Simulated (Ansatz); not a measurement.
CH$_{6}$BFGeS (`FB(S)[CH2][GeH3]`), relaxed with RKS PBE-D4/def2-SVP in the Gaussian-basis code of Ansatz from a rough embedded geometry. The force threshold is 0.03 eV/Å; the program also tests the step.

The species carries charge 0 and has multiplicity 1.

Start:

```xyz
11

F    -0.269   -2.436    1.085
B     0.327   -1.157    0.776
S     1.188   -0.229    2.135
C     0.433   -0.579   -0.682
Ge   -0.570    1.085   -0.857
H     0.053    0.531    2.473
H    -0.089   -1.339   -1.374
H     1.455   -0.439   -1.010
H    -2.062    0.878   -0.341
H     0.103    2.123    0.090
H    -0.569    1.563   -2.295
```

**Question.** By how much does the energy fall, and how many steps does the optimiser take? (An estimate is asked.)

**Answer.** Computed: 87.53 kJ/mol, in 15 steps.

**Question.** Which bonds change most? (An estimate is asked.)

**Answer.** The calculation gave: F1–B2 from 1.444 to 1.347 Å; S3–H6 from 1.407 to 1.363 Å; C4–H7 from 1.153 to 1.109 Å; Ge5–H9 from 1.592 to 1.551 Å.

**Question.** Give the relaxed structure. (Best estimate.)

**Answer.** Computed: 
```xyz
11

F    -0.758   -1.727    1.212
B     0.239   -0.893    0.858
S     1.273   -0.170    2.171
C     0.456   -0.509   -0.637
Ge   -0.647    1.090   -1.069
H     0.612   -0.759    3.206
H     0.125   -1.321   -1.316
H     1.503   -0.236   -0.877
H    -2.104    0.871   -0.585
H    -0.052    2.333   -0.359
H    -0.648    1.320   -2.604
```
